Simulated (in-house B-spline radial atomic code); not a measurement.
# Binding energies in the samarium ion Sm²⁺

NIST's tabulated ground configuration is [Xe] 4f6; each binding energy is the energy of the ion with one electron taken from that subshell, relaxed, less that of the parent. Method: Dirac-Hartree-Fock, average of configuration, Fermi nucleus of rms radius 5.0819 fm. Calculated with an all-electron radial atomic-structure program (B-spline basis). Energies include first-order Breit, QED and recoil terms.

```csv
subshell,X-ray name,binding energy (eV),-ε (eV),relaxation (eV)
1s,K,46850.9,47121.5,76.3
2s,L1,7760,7825.6,43.5
2p1/2,L2,7330.3,7399.3,47.4
2p3/2,L3,6734.6,6794.7,45.5
3s,M1,1746.9,1773.8,22.8
3p1/2,M2,1562.8,1590.0,23.5
3d3/2,M4,1124.6,1150.5,24.6
3d5/2,M5,1098.6,1123.7,24.3
4s,N1,374.9,385.0,9.3
4p1/2,N2,302.9,312.6,9.0
4p3/2,N3,276.1,284.9,8.4
4d3/2,N4,156.4,164.2,7.7
4d5/2,N5,151.7,159.2,7.5
5s,O1,65.17,66.56,1.26
5p1/2,O2,43.59,44.71,1.04
5p3/2,O3,40,40.92,0.88
4f,"N6,7",19.68,24.24,4.67
```

Relaxation = -ε minus the binding energy without Breit, QED and recoil terms.

Emission lines follow as differences of binding energies, with λ = 12398.42 eV·Å / E:

```json
{"line": "K-L3", "holes": "1s → 2p3/2", "energy (eV)": "40116.3", "wavelength (Å)": "0.30906"}
{"line": "K-L2", "holes": "1s → 2p1/2", "energy (eV)": "39520.6", "wavelength (Å)": "0.31372"}
{"line": "L3-M5", "holes": "2p3/2 → 3d5/2", "energy (eV)": "5636.0", "wavelength (Å)": "2.1999"}
{"line": "L2-M4", "holes": "2p1/2 → 3d3/2", "energy (eV)": "6205.7", "wavelength (Å)": "1.9979"}
{"line": "L3-M1", "holes": "2p3/2 → 3s", "energy (eV)": "4987.7", "wavelength (Å)": "2.4858"}
{"line": "L2-N4", "holes": "2p1/2 → 4d3/2", "energy (eV)": "7173.9", "wavelength (Å)": "1.7283"}
```

Question: What screening constant σ does Moseley's law, E = (3/4)·13.6057 eV·(Z - σ)², need for K-L3?

Answer: σ = -0.70.

Moseley's non-relativistic formula needs a falling, then negative, screening constant for heavy elements, because relativity binds the 1s electron more strongly than the formula allows.

Question: What does it cost to remove both a 2s and a 4p1/2 electron?

Answer: 8092.5 eV, which is 29.62 eV more than the two single binding energies together.

Question: What does it cost to remove both a 3p1/2 and a 4d5/2 electron?

Answer: 1739.7 eV, which is 25.22 eV more than the two single binding energies together.

Question: What does it cost to remove both a 3p1/2 and a 4p3/2 electron?

Answer: 1865.2 eV, which is 26.31 eV more than the two single binding energies together.
